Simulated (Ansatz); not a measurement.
Consider the substitution at a C–Si bond: `C[Si](F)(F)C#N` + `[SiH3]SS` → `CSS[SiH3]` + `N#C[SiH](F)F`.

Computed with Ansatz on PBE0-D4/def2-TZVP structures; ΔE is electronic, products minus reactants. CCSD(T)/CBS is the MP2 limit (def2-TZVPP, def2-QZVPP) plus CCSD(T) − MP2 in def2-TZVPP, frozen cores. This one scheme is used for every species. DFT in def2-TZVPP. HSE06 is defined as in plane-wave codes. Each species was taken in one conformer, which may not be the lowest.

```csv
level,ΔE (kJ/mol),difference from CCSD(T)/CBS
B97M-V,65.2,7.4
PBE0-D4,60.1,2.3
HSE06-D4,60.0,2.2
PBE,58.2,0.4
HF/def2-SVP,65.7,7.9
MP2/def2-TZVPP,56.0,-1.8
SCS-MP2/def2-TZVPP,54.6,-3.2
CCSD(T)/def2-TZVPP,59.3,1.5
HF/CBS(def2),60.6,2.8
CCSD/CBS(def2),59.9,2.1
CCSD(T)/CBS,57.8,0
```

Largest T1 diagnostic among the species: 0.013.

From BLYP to BHLYP (50 % exact exchange), in def2-TZVPP and without D4, ΔE moves by +4.7 kJ/mol. Leaving LDA and LC-ωPBE aside and taking each functional with its dispersion term where it has one, the values, not all of them listed here, spread over 11.0 kJ/mol, from revPBE-D4 to B97M-V. LDA lies +3.2 kJ/mol from PBE without D4.
